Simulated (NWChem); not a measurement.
System: CH₂Cl₂F₂Si; SMILES Cl[SiH](Cl)C(F)F

The following NWChem deck was run.

```
start job
memory heap 200 mb stack 900 mb global 1100 mb
geometry units angstroms
  F     -1.915966    -1.289098     0.927863
  C     -1.488003    -0.152705     0.312101
  F     -1.826680    -0.283918    -0.998447
  Si     0.440189     0.056914     0.537203
  Cl     1.370294    -1.151342    -0.743125
  Cl     0.830007     1.989972     0.174620
  H     -2.094830     0.670996     0.715309
  H      0.711869    -0.285584     1.923742
end
basis spherical
  * library def2-svp
end
dft
  xc pbe0
  iterations 150
end
driver
  maxiter 120
end
task dft optimize
task dft freq
```

Output (shortened):

```
             Northwest Computational Chemistry Package (NWChem) 7.3.0
             --------------------------------------------------------

 C1  symmetry detected

                             Geometry "geometry" -> ""
                             -------------------------

 Output coordinates in angstroms (scale by  1.889725989 to convert to a.u.)

  No.       Tag          Charge          X              Y              Z
 ---- ---------------- ---------- -------------- -------------- --------------
    1 F                    9.0000     0.28189288     2.34043518     0.76439977
    2 C                    6.0000     0.76133956     1.31357152     0.00982297
    3 F                    9.0000     0.44800803     1.61470111    -1.27881947
    4 Si                  14.0000    -0.04555550    -0.37438965     0.56860995
    5 Cl                  17.0000    -1.88160772    -0.49043368    -0.19274653
    6 Cl                  17.0000     1.15744527    -1.81796010    -0.13069772
    7 H                    1.0000     1.85765404     1.35208061     0.08670365
    8 H                    1.0000    -0.04626087    -0.34558690     2.02214880

 Effective nuclear repulsion energy (a.u.)     456.9211516390

                                Z-matrix (autoz)
                                --------

 Units are Angstrom for bonds and degrees for angles

[...]

      ----------------------
      Optimization converged
      ----------------------

  Step       Energy      Delta E   Gmax     Grms     Xrms     Xmax
  ---- ---------------- -------- -------- -------- -------- --------
@   12   -1447.75400626 -3.5D-08  0.00001  0.00000  0.00020  0.00039
                                     ok       ok       ok       ok

                                Z-matrix (autoz)
                                --------

 Units are Angstrom for bonds and degrees for angles

[...]

 Rotational Constants
 --------------------
 A=   0.067615 cm-1  (  0.097280 K)
 B=   0.047699 cm-1  (  0.068627 K)
 C=   0.034202 cm-1  (  0.049208 K)

 Temperature                      =   298.15K
 frequency scaling parameter      =   1.0000

 Zero-Point correction to Energy  =   22.155 kcal/mol  (  0.035306 au)
 Thermal correction to Energy     =   26.740 kcal/mol  (  0.042612 au)
 Thermal correction to Enthalpy   =   27.332 kcal/mol  (  0.043556 au)

 Total Entropy                    =   88.566 cal/mol-K
   - Translational                =   40.907 cal/mol-K (mol. weight = 149.9271)
   - Rotational                   =   29.058 cal/mol-K (symmetry #  =        1)
   - Vibrational                  =   18.601 cal/mol-K

 Cv (constant volume heat capacity) =   23.020 cal/mol-K
   - Translational                  =    2.979 cal/mol-K
   - Rotational                     =    2.979 cal/mol-K
   - Vibrational                    =   17.061 cal/mol-K

[normal modes left out]

 ----------------------------------------------------------------------------
 Normal Eigenvalue ||           Projected Infra Red Intensities
  Mode   [cm**-1]  || [atomic units] [(debye/angs)**2] [(KM/mol)] [arbitrary]
 ------ ---------- || -------------- ----------------- ---------- -----------
    1       -0.000 ||    0.000135           0.003         0.132       0.036
    2       -0.000 ||    0.000107           0.002         0.104       0.028
    3       -0.000 ||    0.000042           0.001         0.041       0.011
    4       -0.000 ||    0.000372           0.009         0.363       0.099
    5       -0.000 ||    0.000014           0.000         0.014       0.004
    6       -0.000 ||    0.000326           0.008         0.317       0.086
    7       46.934 ||    0.000936           0.022         0.913       0.249
    8      103.264 ||    0.003168           0.073         3.088       0.841
    9      123.998 ||    0.002230           0.051         2.174       0.592
   10      178.334 ||    0.004978           0.115         4.853       1.321
   11      283.728 ||    0.000592           0.014         0.577       0.157
   12      398.664 ||    0.037838           0.873        36.886      10.041
   13      529.350 ||    0.059553           1.374        58.055      15.804
   14      560.719 ||    0.015482           0.357        15.092       4.109
   15      614.029 ||    0.100757           2.325        98.223      26.739
   16      672.135 ||    0.010215           0.236         9.959       2.711
   17      800.489 ||    0.145563           3.358       141.902      38.629
   18      832.084 ||    0.127337           2.938       124.134      33.792
   19     1134.965 ||    0.144801           3.341       141.159      38.427
   20     1164.790 ||    0.095977           2.214        93.563      25.470
   21     1335.813 ||    0.040439           0.933        39.422      10.732
   22     1372.293 ||    0.008362           0.193         8.152       2.219
   23     2298.287 ||    0.079392           1.832        77.395      21.069
   24     3055.252 ||    0.025757           0.594        25.109       6.835
 ----------------------------------------------------------------------------
```

Level: PBE0/def2-SVP.
